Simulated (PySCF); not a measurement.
HBCl2S (SMILES SB(Cl)Cl), singlet, geometry from GFN2-xTB. Base run: PBE0/cc-pVDZ, polarisability (PySCF).

PySCF was given this input:
```python
from pyscf import gto, scf, dft
from pyscf.prop import polarizability

mol = gto.M(
    atom='''
B     0.023367   -0.013659    0.006221
Cl    1.611089   -0.650222   -0.196940
Cl   -0.831844   -0.308753    1.485270
S    -0.717872    0.947824   -1.325068
H    -1.878055    1.205700   -0.731630
''',
    basis='cc-pvdz',
    charge=0,
    spin=0,
    verbose=4,
)

mf = dft.RKS(mol)
mf.xc = 'pbe0'
mf.kernel()
alpha = mf.Polarizability().polarizability()[2, 2]
print('alpha_zz =', alpha)
```

Each row names what was changed in the base input (with any setting that the change needs).

```
change                                         alpha_zz (bohr³)  basis functions  core-seconds (rough)
---------------------------------------------  ----------------  ---------------  --------------------
base                                                      50.36               73                    20
finite field (a.u.) = 2e-4; conv_tol = 1e-11              50.36               73                    20
basis = def2-SVPD                                         66.20              109                    30
finite field (a.u.) = 0.02; conv_tol = 1e-11              50.41               73                    20
finite field (a.u.) = 0.05; conv_tol = 1e-11              50.65               73                    20
basis = 6-31+G*                                           57.66               86                    20
functional = hf                                           46.19               73                     3
basis = def2-SVP                                          46.42               73                    20
finite field (a.u.) = 0.005; conv_tol = 1e-11             50.36               73                    20
basis = 6-31G                                             49.25               50                    10
functional = camb3lyp                                     49.35               73                    50
functional = pbe                                          52.05               73                    20
```

Finite-field rows take the second difference of the energy in a field along z; a small field with loose convergence shows SCF noise divided by the square of the field, and a large one adds hyperpolarisability.
